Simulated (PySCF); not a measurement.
Geometry:
```json
{"atom": "B1", "x (Å)": "0.842", "y (Å)": "-0.137", "z (Å)": "1.149"}
{"atom": "H2", "x (Å)": "0.566", "y (Å)": "-1.162", "z (Å)": "1.749"}
{"atom": "H3", "x (Å)": "1.754", "y (Å)": "0.494", "z (Å)": "1.681"}
{"atom": "N4", "x (Å)": "-0.441", "y (Å)": "0.785", "z (Å)": "1.096"}
{"atom": "C5", "x (Å)": "-0.909", "y (Å)": "1.057", "z (Å)": "2.461"}
{"atom": "B6", "x (Å)": "-1.635", "y (Å)": "0.233", "z (Å)": "0.224"}
{"atom": "H7", "x (Å)": "-2.498", "y (Å)": "1.105", "z (Å)": "0.137"}
{"atom": "H8", "x (Å)": "-2.050", "y (Å)": "-0.794", "z (Å)": "0.732"}
{"atom": "N9", "x (Å)": "-1.092", "y (Å)": "-0.100", "z (Å)": "-1.227"}
{"atom": "C10", "x (Å)": "-0.905", "y (Å)": "1.082", "z (Å)": "-2.076"}
{"atom": "B11", "x (Å)": "0.135", "y (Å)": "-1.101", "z (Å)": "-1.236"}
{"atom": "H12", "x (Å)": "-0.227", "y (Å)": "-2.167", "z (Å)": "-0.770"}
{"atom": "H13", "x (Å)": "0.559", "y (Å)": "-1.199", "z (Å)": "-2.386"}
{"atom": "N14", "x (Å)": "1.278", "y (Å)": "-0.511", "z (Å)": "-0.322"}
{"atom": "C15", "x (Å)": "2.407", "y (Å)": "-1.449", "z (Å)": "-0.276"}
{"atom": "H16", "x (Å)": "-0.160", "y (Å)": "1.689", "z (Å)": "0.712"}
{"atom": "H17", "x (Å)": "-1.761", "y (Å)": "1.751", "z (Å)": "2.443"}
{"atom": "H18", "x (Å)": "-0.094", "y (Å)": "1.476", "z (Å)": "3.069"}
{"atom": "H19", "x (Å)": "-1.234", "y (Å)": "0.111", "z (Å)": "2.913"}
{"atom": "H20", "x (Å)": "-1.847", "y (Å)": "-0.650", "z (Å)": "-1.639"}
{"atom": "H21", "x (Å)": "-0.106", "y (Å)": "1.719", "z (Å)": "-1.666"}
{"atom": "H22", "x (Å)": "-1.823", "y (Å)": "1.685", "z (Å)": "-2.112"}
{"atom": "H23", "x (Å)": "-0.605", "y (Å)": "0.788", "z (Å)": "-3.092"}
{"atom": "H24", "x (Å)": "1.637", "y (Å)": "0.335", "z (Å)": "-0.770"}
{"atom": "H25", "x (Å)": "3.227", "y (Å)": "-1.033", "z (Å)": "0.327"}
{"atom": "H26", "x (Å)": "2.763", "y (Å)": "-1.672", "z (Å)": "-1.292"}
{"atom": "H27", "x (Å)": "2.066", "y (Å)": "-2.382", "z (Å)": "0.191"}
```

Geometry: PBE0-D3(BJ)/def2-SVP; GIAO absolute shieldings from PySCF, gas phase, non-relativistic, averaged over equivalent atoms.

At PBE0/pcSseg-1 (243 basis functions, 120 s wall time on 1 thread of an Intel Xeon, shared host):
| atoms | σ (ppm) |
| --- | --- |
| B1/B6/B11 | 110.0 |
| H2/H3/H7/H8/H12/H13 | 28.99 |
| H17/H18/H19/H21/H22/H23/H25/H26/H27 | 29.00 |
| H16/H20/H24 | 29.92 |
| N4/N9/N14 | 220.0 |
| C5/C10/C15 | 146.5 |

What do these become at KT2/pcSseg-1?

Results:


```csv
atoms,σ at KT2/pcSseg-1,change
B1/B6/B11,108.4,-1.6
H2/H3/H7/H8/H12/H13,28.79,-0.20
H17/H18/H19/H21/H22/H23/H25/H26/H27,28.87,-0.13
H16/H20/H24,29.64,-0.28
N4/N9/N14,211.8,-8.2
C5/C10/C15,144.9,-1.6
```

The largest change is at N4/N9/N14 (nitrogen bonded to C, 2 B, H). Cost: 243 basis functions, 2 min wall time on 1 thread of an Intel Xeon, shared host.
